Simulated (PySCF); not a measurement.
CH3GaI2, SMILES [CH3][Ga]([I])[I].

Coordinates come from a PBE0-D3(BJ)/def2-SVP optimisation. The def2 effective core potentials stand for the cores of I; spin–orbit coupling is left out.

All values below come from IEF-PCM-PBE0/def2-SVP in PySCF.

The values are the electrostatic part of the solvation free energy, E(continuum) − E(gas) at the gas-phase geometry, in a cavity of scaled van der Waals radii (PySCF's table); cavitation and dispersion terms are not included. A continuum can't describe solvent molecules that bind to the metal. In vacuum the orbital gap is 5.86 eV. The dipole moment in vacuum is 2.26 D.

```tsv
solvent	ε	ΔG(elec) (kcal/mol)	dipole (D)	gap (eV)
water	78.36	-4.1	3.23	6.29
chlorobenzene	5.70	-3.0	2.97	6.18
benzene	2.27	-1.7	2.67	6.04
```
